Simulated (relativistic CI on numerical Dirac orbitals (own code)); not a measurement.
# Pt⁴⁺ (5d6) in a crystal field

Calculated by Dirac-Coulomb-Breit CI, orbitals from a KLI potential per configuration, model QED, one configuration in a parametric crystal field, unscaled Slater integrals (own radial code). With so little scaling, terms lie 10 to 35 % too far apart, which can change the order of excited levels.

Field parameters in Wybourne normalisation: Oh B⁴₀ = 21Dq, B⁴₄ = √(5/14) B⁴₀. The field is a parameter set, without covalency.

S is read from ⟨S²⟩ = S(S + 1).

Powder χT (cm³ K mol⁻¹) by Van Vleck's formula, with temperature-independent terms:

| Field | 2 K | 5 K | 10 K | 20 K | 50 K | 100 K | 200 K | 300 K |
| --- | --- | --- | --- | --- | --- | --- | --- | --- |
| Oh, 10Dq = 8500 cm⁻¹ | 3.26 | 3.29 | 3.35 | 3.45 | 3.73 | 3.96 | 4.16 | 4.32 |
| Oh, 10Dq = 15300 cm⁻¹ | 0.00211 | 0.00529 | 0.0106 | 0.0211 | 0.0529 | 0.106 | 0.211 | 0.317 |
| Oh, 10Dq = 22100 cm⁻¹ | 0.000585 | 0.00146 | 0.00292 | 0.00585 | 0.0146 | 0.0292 | 0.0585 | 0.0877 |
| Oh, 10Dq = 28900 cm⁻¹ | 0.000358 | 0.000894 | 0.00179 | 0.00358 | 0.00894 | 0.0179 | 0.0358 | 0.0536 |
| Oh, 10Dq = 35700 cm⁻¹ | 0.00027 | 0.000675 | 0.00135 | 0.0027 | 0.00675 | 0.0135 | 0.027 | 0.0405 |
| Oh, 10Dq = 42500 cm⁻¹ | 0.00022 | 0.00055 | 0.0011 | 0.0022 | 0.0055 | 0.011 | 0.022 | 0.033 |

(1) For Oh, 10Dq = 8500 cm⁻¹: what effective moment follows at 300 K?

Results:

(1) μ_eff = √(8χT) = 5.88 μB. The ground level has S = 1.90; the spin-only moment for S = 2 is 4.90 μB. The difference comes from the orbital moment, spin-orbit mixing of terms and temperature-independent paramagnetism, all larger in this ionic model than in covalent complexes.
